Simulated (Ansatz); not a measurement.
Born–Oppenheimer molecular dynamics of BBrClFH2 (6 atoms, charge 0, multiplicity 1). It starts at the highest image of a converged band, a first-order saddle point between two minima.

These are results of RKS PBE/def2-SVP in Ansatz, not measurements.

```yaml
ensemble: NVE (velocity Verlet)
time_step: 0.5 fs
steps_asked: 200
starting_velocities_drawn_for: 300 K
seed: 7255
```

First frame:

```xyz
6
Properties=species:S:1:pos:R:3
B 0.008 -0.241 0.069
Cl -0.001 0.263 2.042
H 1.065 0.076 -0.423
F -1.163 0.070 -0.480
Br 0.090 -2.396 0.532
H 0.044 -1.285 1.844
```

(1) How far do the bonds stretch over the last three quarters of this one trajectory? (Pairs bonded in most of those frames.)

Answers

(1) 
```json
{"bond": "B1–Cl2", "mean (Å)": "1.791", "spread (Å)": "0.056", "shortest": "1.70", "longest": "1.94"}
{"bond": "B1–H3", "mean (Å)": "1.215", "spread (Å)": "0.011", "shortest": "1.19", "longest": "1.23"}
{"bond": "B1–F4", "mean (Å)": "1.333", "spread (Å)": "0.027", "shortest": "1.29", "longest": "1.38"}
{"bond": "Br5–H6", "mean (Å)": "1.449", "spread (Å)": "0.025", "shortest": "1.42", "longest": "1.53"}
```

Pairs bonded in part of these frames only: B1–Br5 36 %.

Mean temperature of the second half: 934 K. The conserved energy stayed within 0.053 meV per atom of its start (net change 0.043 meV per atom), so the integration is sound. The kinetic energy rose, since the run started high on the potential surface and went downhill. It ends in pieces (BClFH + BrH), so much of that is their flight and rotation, not heat. A run of 0.1 ps of so small a system gives no equilibrium averages. The orbitals stay closed-shell, which can raise the energy where a bond breaks towards radicals; this wasn't checked here.

The run took 3.2 min on 2 threads of Arm Neoverse V2, on a shared host, peak memory 0.12 GiB.
